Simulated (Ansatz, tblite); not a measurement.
Spin states of the cluster As3P2⁺ (the lowest singlet isomer of a short search), each relaxed with PBE-D4/def2-SVP in Ansatz. Electronic energies in the gas phase.

The xTB rows come from tblite. HSE06 is defined as in plane-wave codes, on full-range PBE exchange. Correlated methods freeze 37 core orbitals; core or outer-core shells of As are correlated, in sets that lack core-valence functions. The rows differ in basis, and correlated rows in double-zeta sets carry the largest basis error. The structure comes from a short search, and lower isomers may exist.

Singlet geometry (Cs within 0.1 Å):

```xyz
5

P    -0.273    1.575   -0.400
P     0.237    0.574    1.526
As   -1.425   -0.528    0.103
As    1.013   -1.362    0.446
As    0.449   -0.259   -1.676
```

Triplet geometry (Cs within 0.1 Å):

```csv
atom,x (Å),y (Å),z (Å)
P1,1.185,-0.395,1.432
P2,1.145,0.262,-0.754
As3,-0.535,-1.398,0.087
As4,-1.185,0.445,-1.600
As5,-0.611,1.085,0.835
```

Quintet geometry:

```xyz
5

P     0.3020   -1.0890   -1.2589
P     1.2906    0.8353   -0.8903
As   -1.0378    1.0254   -1.0020
As    0.4698    0.0000    2.4779
As   -1.0245   -0.7717    0.6733
```

⟨S²⟩: triplet 2.03 at PBE0-D4/def2-TZVP (pure 2.00), quintet 6.02 at PBE0-D4/def2-TZVP (pure 6.00).

Run but left out: HF/STO-3G, MP2/def2-SVP, MP2/def2-TZVP (triplet: ⟨S²⟩ 2.22 to 2.52, where a pure state has 2.00); HF/STO-3G (quintet: ⟨S²⟩ 6.35, where a pure state has 6.00).

Only these spin states were relaxed. The triplet has other bonds than the singlet, so the gap mixes isomer and spin. The quintet has other bonds than the singlet, so the gap mixes isomer and spin.

| level | triplet − singlet (kJ/mol) | quintet − singlet (kJ/mol) | lowest of these | remarks |
| --- | --- | --- | --- | --- |
| GFN1-xTB | 135.2 | 398.6 | singlet | – |
| GFN2-xTB | 165.9 | 343.2 | singlet | – |
| HF/def2-SVP | 176.6 | 150.0 | singlet | spin-contaminated (⟨S²⟩ 2.22) (triplet) |
| HF/def2-TZVP | 165.6 | 164.4 | singlet | spin-contaminated (⟨S²⟩ 2.22) (triplet) |
| PBE-D4/def2-TZVP | 139.4 | 312.6 | singlet | – |
| r2SCAN-D4/def2-TZVP | 137.7 | 293.5 | singlet | – |
| PBE0-D4/def2-TZVP | 150.9 | 305.5 | singlet | – |
| HSE06-D4/def2-TZVP | 149.6 | 303.8 | singlet | – |
| CCSD/def2-SVP | 181.3 | 257.7 | singlet | spin-contaminated (⟨S²⟩ 2.22) (triplet) |
| CCSD(T)/def2-SVP | 173.4 | 271.2 | singlet | spin-contaminated (⟨S²⟩ 2.22) (triplet) |

Change of the quintet − singlet gap on mixing in exact exchange, in kJ/mol: PBE to PBE0 (25 % exact exchange) -7.0.

The xTB methods have no term that favours high spin, so they put low spin too low.
